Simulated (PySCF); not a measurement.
## Correlation energy of Au (gold, neutral)

[Xe] 4f14 5d10 6s1, 2S determinant. All numbers are calculated (PySCF 2.14, scalar relativity through the core potential, in aug-cc-pVDZ-PP with ECP60MDF (5s5p4d2f, 54 functions)). Frozen: 5s2 5p6; 11 electrons correlated.

MP2 pair energies summed by pair of shells (mhartree):

```json
{"pair": "5d-5d", "energy": "-274.41", "share (%)": "84.8"}
{"pair": "5d-6s", "energy": "-49.06", "share (%)": "15.2"}
```

Total MP2 correlation energy: -323.47 mhartree.

Same-spin part -113.66 and opposite-spin part -209.82 mhartree; SCS-MP2 scales them by 1/3 and 6/5 to -289.66 mhartree.
